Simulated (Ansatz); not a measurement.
Mulliken charges of CH$_{5}$AlBF, SMILES `C[B](F)[AlH2]` from r2SCAN/def2-TZVPP in Ansatz (PBE0-D4/def2-TZVP geometry).

```json
{"atom": "C1", "x (Å)": "0.470", "y (Å)": "1.238", "z (Å)": "-0.634", "charge (e)": "-0.246"}
{"atom": "B2", "x (Å)": "0.330", "y (Å)": "-0.311", "z (Å)": "-0.481", "charge (e)": "0.268"}
{"atom": "F3", "x (Å)": "0.903", "y (Å)": "-1.068", "z (Å)": "-1.426", "charge (e)": "-0.242"}
{"atom": "Al4", "x (Å)": "-0.735", "y (Å)": "-1.347", "z (Å)": "1.098", "charge (e)": "0.326"}
{"atom": "H5", "x (Å)": "-0.514", "y (Å)": "1.650", "z (Å)": "-0.895", "charge (e)": "0.078"}
{"atom": "H6", "x (Å)": "0.745", "y (Å)": "1.718", "z (Å)": "0.311", "charge (e)": "0.072"}
{"atom": "H7", "x (Å)": "1.180", "y (Å)": "1.536", "z (Å)": "-1.410", "charge (e)": "0.070"}
{"atom": "H8", "x (Å)": "0.002", "y (Å)": "-1.798", "z (Å)": "2.437", "charge (e)": "-0.162"}
{"atom": "H9", "x (Å)": "-2.293", "y (Å)": "-1.664", "z (Å)": "0.982", "charge (e)": "-0.163"}
```

**Question.** By hand: the dipole of these point charges (1 e Å = 4.8032 D).

**Answer.** Σ q r = (-0.016, 0.354, 0.029) e Å, of length 0.356 e Å = 1.71 D.

**Question.** How does the dipole of the full density compare? (Estimate.)

**Answer.** Ansatz gave: (0.001, 0.266, -0.001) e Å, 1.28 D; the point charges give 1.34 times that, at 6° from its direction.

Point charges leave out the atoms' own dipoles, such as those of lone pairs, and Mulliken's split depends on the basis, so the two needn't agree.
